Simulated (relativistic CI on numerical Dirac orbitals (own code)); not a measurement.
W2+: resonant inelastic scattering at the O2,3 edge

Computed with this model: Dirac-Coulomb-Breit CI, orbitals from a KLI potential per configuration, model QED, valence Slater integrals scaled by 0.9, Kramers-Heisenberg scattering through one core-hole configuration in a parametric crystal field; configurations [Xe] 4f14 5d4 → [Kr] 4d10 4f14 5s2 5p5 5d5; 80 K; core-hole width 0.6 eV; summed over polarisations. Incident energies are the highest absorption maxima for each field (at most a few, so the weaker spin-orbit partner edge can be absent), on the computed scale of the free ion. Intensities are in per cent of the strongest line above 0.02 eV; levels within 1 cm⁻¹ are merged; final levels count from the ground level, the first row holds all elastic scattering, lines under 0.4 are left out and each table stops after 24 rows. The scale of the Slater integrals is a model choice and moves the terms in proportion.

Field parameters in Wybourne normalisation: Oh B⁴₀ = 21Dq, B⁴₄ = √(5/14) B⁴₀; Td as Oh with Dq negative (B⁴₀ = 21Dq, B⁴₄ = √(5/14) B⁴₀). The field is a parameter set, without covalency.

S is read from ⟨S²⟩ = S(S + 1).

Td, 10Dq = -4850 cm⁻¹:

```
Final level (eV)  Degeneracy  Irrep     S  40.8 eV  44.5 eV  46.6 eV
           0.000           1     A1  1.85    155.2     23.1     46.3
           0.150           3     T1  1.93     82.8     13.5    100.0
           0.275           3     T2  1.97      1.2      6.7     52.5
           0.399           2      E  1.97      0.8      2.3     33.8
           0.466           3     T1  1.97      1.7      1.7      1.7
           0.575           3     T2  1.95      1.2      0.4      2.7
           1.024           1     A1  1.63      7.0      1.1      5.6
           1.028           3     T2  1.92      0.1      2.4     10.8
           1.035           2      E  1.88      2.0      2.8     12.0
           1.046           3     T1  1.88      3.6      3.5     18.9
           1.148           1     A1  1.37      7.2      0.3      7.9
           1.496           2      E  1.04      0.3      0.1      2.7
           1.535           3     T1  1.02      0.5     10.8      0.7
           1.603           3     T2  1.02      0.2      1.2      0.9
           1.702           3     T1  1.00      0.9      2.2      1.5
           1.806           3     T2  1.02      0.3      0.8      0.3
           1.915           1     A1  0.80      2.4      4.3      7.2
           1.927           3     T1  1.01      0.1      0.4      0.3
           1.982           2      E  0.99      0.1      2.2      1.0
           2.053           3     T2  0.99      0.0      0.7      0.2
           2.102           1     A1  0.91      0.8      0.1      1.9
           2.173           3     T2  0.96      0.5      1.5      1.5
           2.267           3     T1  0.99      0.2      1.6      0.3
           2.268           3     T2  0.99      0.0      5.1      2.6
```

Oh, 10Dq = 32050 cm⁻¹:

```tsv
Final level (eV)	Degeneracy	Irrep	S	41.2 eV	43.5 eV	53.6 eV
0.000	1	A1	1.01	87.5	244.8	185.8
0.217	3	T1	1.03	33.5	7.5	3.1
0.437	3	T2	0.97	9.9	6.4	31.3
0.441	2	E	1.00	3.1	10.1	25.5
1.363	3	T2	0.15	1.1	5.1	18.8
1.455	2	E	0.11	0.4	5.6	11.2
2.380	3	T2	1.98	8.3	13.1	5.0
2.388	2	E	1.98	3.8	22.9	1.8
2.395	3	T1	1.97	1.0	1.2	12.2
2.400	1	A1	1.96	3.4	39.2	39.1
2.647	1	A1	0.17	0.1	13.2	71.3
3.938	3	T1	0.99	4.3	7.0	100.0
3.952	1	A1	1.01	2.9	2.6	41.5
4.019	3	T1	1.02	8.2	8.6	2.3
4.051	3	T2	1.00	12.0	2.7	57.0
4.119	2	E	1.01	3.0	3.6	15.1
4.165	3	T1	1.02	2.2	2.7	0.3
4.228	3	T2	1.00	1.8	1.5	3.2
4.247	2	E	1.00	0.8	0.9	6.6
4.282	3	T2	0.99	2.2	7.8	1.0
4.362	3	T1	1.00	1.9	0.8	30.0
4.479	3	T2	1.01	0.4	0.8	4.9
4.678	3	T2	0.99	1.4	6.1	1.6
4.716	3	T1	1.01	1.9	5.2	6.5
```

Td, 10Dq = -8450 cm⁻¹:

| Final level (eV) | Degeneracy | Irrep | S | 40.9 eV | 44.6 eV | 46.8 eV |
| --- | --- | --- | --- | --- | --- | --- |
| 0.000 | 1 | A1 | 1.67 | 152.7 | 37.6 | 50.2 |
| 0.197 | 3 | T1 | 1.89 | 71.8 | 21.8 | 100.0 |
| 0.316 | 3 | T2 | 1.94 | 3.3 | 4.9 | 57.3 |
| 0.467 | 2 | E | 1.95 | 5.3 | 1.4 | 39.3 |
| 0.518 | 3 | T1 | 1.96 | 6.6 | 3.0 | 1.4 |
| 0.634 | 3 | T2 | 1.94 | 5.3 | 0.6 | 2.3 |
| 0.693 | 1 | A1 | 1.06 | 18.4 | 1.3 | 7.7 |
| 1.171 | 2 | E | 1.07 | 0.8 | 1.1 | 9.3 |
| 1.264 | 3 | T1 | 1.14 | 2.9 | 9.2 | 4.2 |
| 1.316 | 3 | T2 | 1.07 | 0.9 | 0.3 | 1.2 |
| 1.378 | 3 | T1 | 1.37 | 4.8 | 4.5 | 20.8 |
| 1.434 | 3 | T2 | 1.67 | 0.1 | 9.8 | 13.3 |
| 1.447 | 1 | A1 | 1.61 | 3.6 | 0.9 | 17.2 |
| 1.515 | 2 | E | 1.82 | 4.3 | 3.7 | 19.8 |
| 1.587 | 1 | A1 | 1.11 | 2.6 | 3.9 | 3.6 |
| 1.607 | 3 | T1 | 1.41 | 2.5 | 1.7 | 15.0 |
| 1.645 | 3 | T2 | 1.33 | 0.7 | 1.1 | 4.6 |
| 1.810 | 2 | E | 1.05 | 1.3 | 3.8 | 2.3 |
| 1.865 | 3 | T1 | 1.01 | 1.1 | 2.1 | 4.4 |
| 2.109 | 2 | E | 1.05 | 0.7 | 1.3 | 0.0 |
| 2.122 | 3 | T2 | 1.00 | 0.2 | 0.6 | 0.8 |
| 2.217 | 1 | A1 | 1.02 | 1.6 | 0.4 | 5.0 |
| 2.250 | 3 | T2 | 0.89 | 2.1 | 2.4 | 4.2 |
| 2.334 | 3 | T1 | 0.80 | 0.4 | 3.3 | 0.4 |

For the first field the strongest loss at the lowest incident energy is the level at 0.15 eV (S = 1.93, against 1.85 in the thermal ground state). Levels of other spin, the first over 8 % at 1.53 eV, appear because spin-orbit coupling of the core hole, and in heavier ions of the valence shell too, mixes spins.
